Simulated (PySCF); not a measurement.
**Boron: a sound run and one with changed settings**

Sound run: B⁺ [He] 2s2, B²⁺ [He] 2s1. Computed with PySCF 2.14 in x2c-TZVPall (5s3p2d1f, 31 functions), with the spin-free X2C one-electron Hamiltonian (Gaussian nucleus). The sound run starts from symmetry-adapted Hartree-Fock orbitals and uses a fine grid where one is needed.

Changed run: initial guess 1e, at most 5 SCF cycles. This setting is unsound on purpose.

```
species  method  sound run (hartree)  changed run (hartree)  converged
     B⁺     UHF            -24.24366              -24.24366         no
     B⁺  r2SCAN            -24.32160              -24.32160         no
     B⁺     PBE            -24.29858              -24.29858        yes
    B²⁺     UHF            -23.38199              -23.38199         no
    B²⁺  r2SCAN            -23.43008              -23.43008        yes
    B²⁺     PBE            -23.39431              -23.39431        yes
```

Ionisation energy of B⁺:

| method | sound run (eV) | changed run (eV) |
| --- | --- | --- |
| PBE | 24.606 | 24.606 |

The SCF was stopped early; the energies are upper bounds that still move, and correlated levels were skipped or rest on poor orbitals.

For comparison, NIST gives 25.155 eV between the lowest levels.
